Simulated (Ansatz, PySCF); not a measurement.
The pair A = C2H2 (SMILES C#C) (first 4 atoms), B = CH5N (SMILES CN); geometry from B3LYP-D3(BJ)/def2-TZVP.
(charge 0, multiplicity 1):
```xyz
11

C      0.25606    -0.65224     0.03552
C     -0.09763     0.42389     0.42230
H      0.56814    -1.60838    -0.30811
H     -0.41640     1.37658     0.76903
C     -0.58783     0.45400     4.03448
N      0.59407    -0.36439     3.77900
H     -0.73007     0.56307     5.11107
H     -1.46857    -0.05505     3.64012
H     -0.56157     1.46393     3.59834
H      1.42876     0.08939     4.12969
H      0.72047    -0.49668     2.78267
```

Cores are frozen in the correlated methods. CBS(a, b) extrapolates the correlation energy as X⁻³ and adds the Hartree–Fock energy of set b. MP2 and its Hartree–Fock in aug-cc-pVTZ are density fitted.

Run with Ansatz (Gaussian orbitals); PySCF for the dispersion terms. Each number belongs to the level named beside it.

The monomers are drawn apart, rigid, along the line of their centres of mass. Counterpoise-corrected interaction energies (kcal/mol):

| level | R = 4.730 Å | R = 5.795 Å |
|---|---|---|
| PBE/def2-TZVPPD | -0.5263 | -0.1555 |
| PBE-D3(BJ)/def2-TZVPPD | -0.8745 | -0.2625 |
| wB97M-V/def2-TZVPPD | -0.6971 | -0.2298 |
| MP2/CBS(aug-cc-pVDZ, aug-cc-pVTZ) + ΔCCSD(T)/aug-cc-pVDZ | -0.6886 | -0.2183 |

Q: R is the distance of the centres of mass. Find the local exponent m of E ∝ R⁻ᵐ between the two points.

A: 
m = ln(E₁/E₂)/ln(R₂/R₁): PBE/def2-TZVPPD 6.0; PBE-D3(BJ)/def2-TZVPPD 5.9; wB97M-V/def2-TZVPPD 5.5; MP2/CBS(aug-cc-pVDZ, aug-cc-pVTZ) + ΔCCSD(T)/aug-cc-pVDZ 5.7. For scale, two fixed dipoles give m = 3, dipole and quadrupole 4, quadrupoles 5, and dispersion or dipole-induced dipole 6 at long range; at these distances several terms mix, and what is left of overlap and damping shifts m, so it need not match one of them.

Ansatz is a first-principles code.
